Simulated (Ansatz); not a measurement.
```yaml
crystal:
  periodic: [false, false, false]
  atoms:
    - {symbol: Zn, position_ang: [-1.188552, 0.595922, 0.534707]}
    - {symbol: Zn, position_ang: [0.859752, -1.227807, 0.072260]}
    - {symbol: Zn, position_ang: [-0.630778, 0.255387, -2.953088]}
    - {symbol: Se, position_ang: [-1.294457, -1.255784, -1.021304]}
    - {symbol: Se, position_ang: [1.710790, -0.211137, 1.960058]}
    - {symbol: Se, position_ang: [0.543255, 1.843420, 1.407368]}
basis:
  gaussian: {orbitals: def2-SVP, initial_orbitals: start.molden}
total_charge: 1
magnetization: {spin_polarized: true, initial_magnetization: 1}
hamiltonian: {xc: {name: wB97X-V}}
scf: {omitted_lower_state_checks: [starts]}
output: {orbitals: {seedname: orbitals}}
```

The file start.molden holds the orbitals of an earlier run on this structure, at another level or in another basis.

```sh
$ ansatz run in.yaml --threads 4 --pin off --events-out ev --progress --plain --max-ram 4787MiB
```

Does this run fit into the memory that it is given?

No. It has 189 basis functions, and Ansatz plans for 5.18 GiB where 4.67 GiB are given.
